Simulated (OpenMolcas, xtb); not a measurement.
# A ladder of methods for SiNHF3 (SMILES [NH][Si](F)(F)F)

SiNHF3 has 6 atoms, charge 0, and is taken as a doublet. SMILES: `[NH][Si](F)(F)F`. The shape is that of a PBE0-D4/def2-TZVP optimisation.

Quantity: the dipole moment, in D. The values are calculated.

```csv
level,kind,program,value (D),CPU time
GFN1-xTB,semi-empirical,xtb,2.30,under 2 s
UHF/6-31G* (spherical functions),Hartree–Fock,OpenMolcas,2.07,7.2 s
USVWN5/6-31G* (spherical functions),LDA,OpenMolcas,1.85,18 s
U-revPBE/6-31G* (spherical functions),GGA,OpenMolcas,1.76,27 s
U-r2SCAN/6-31G* (spherical functions),meta-GGA,OpenMolcas,1.87,34 s
UB3LYP/6-31G* (spherical functions),global hybrid,OpenMolcas,1.87,28 s
```

The values span 1.76 to 2.30 D. Magnitudes only. Times are those of the runs behind each value, whatever else they computed, on shared processors of several kinds: orders of magnitude only.
